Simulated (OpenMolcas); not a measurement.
# O+: from CASSCF to CASPT2

| Item | Value |
| --- | --- |
| Program | OpenMolcas |
| Basis | ANO-RCC-VQZP [5s4p3d2f1g] |
| Scalar Hamiltonian | DKH2, point nucleus |
| Active space | 3 electrons in 3 orbitals (2p) |
| State averaging | 2S+1 = 4 odd, 1 root; 2S+1 = 2 odd, 8 roots |
| Spin-orbit coupling | state interaction with AMFI integrals over the reference wave functions, term energies averaged over their components |

Methods on the same reference wave functions:
A. CASSCF
B. SS-CASPT2, IPEA 0.25 Eh, imaginary shift 0.1 Eh (closed shells correlated: 1s 2s)

Energies in cm⁻¹ above 2s² 2p³ ⁴S°_3/2, the measured ground level; measured values from NIST Handbook of Basic Atomic Spectroscopic Data.

```json
{"Level": "2s² 2p³ ⁴S°_3/2", "A": "0.0", "B": "0.0", "Measured": "0.0"}
{"Level": "2s² 2p³ ²D°_3/2", "A": "30589", "B": "27160", "Measured": "26831"}
{"Level": "2s² 2p³ ²D°_5/2", "A": "30591", "B": "27160", "Measured": "26811"}
{"Level": "2s² 2p³ ²P°_1/2", "A": "50653", "B": "42950", "Measured": "40470"}
{"Level": "2s² 2p³ ²P°_3/2", "A": "50655", "B": "42960", "Measured": "40468"}
```

Deviations, from unrounded energies. A percentage is the sum of absolute deviations over the sum of measured energies, with the sign that they share, or ± where signs differ.

```csv
Against measurement,Levels,A,B
mean absolute deviation (cm-1),4,7000,1400
other terms of the ground configuration (%),4,+20.7,+4.2
```

B lies closest to measurement on these levels. The largest miss of B in the table is 2s² 2p³ ²P°_3/2, by +2500 cm-1. The ranking rests on the paired levels alone, and a cruder setting can come out closer through cancelling errors.

From A to B the spin-free energies of the other terms of 2s² 2p³ shown, above ⁴S°, scale by factors of 0.85 to 0.89.

The lowest spin-free term lies below A's lowest term by 0.127 hartree in B.

Term energies are means over components that CASPT2 splits; among the terms shown or strongly mixed into the levels shown the widest spread is 100 cm-1 (2s² 2p³ ²D°, B). With the s shell closed, the reference lacks s² → p² mixing. Without dynamic correlation excited terms often stand tens of per cent too high (terms of higher spin than the ground term too low), and those without a measured partner can miss by more than the paired ones (holds for A). Computed and measured levels are paired by configuration, term and J; levels that our copy of the source lacks, or whose pairing is in doubt (as where it misses far off the trend of its configuration), stay unpaired and out of the deviations. Levels of configurations outside the active space are missing.

° marks odd parity.
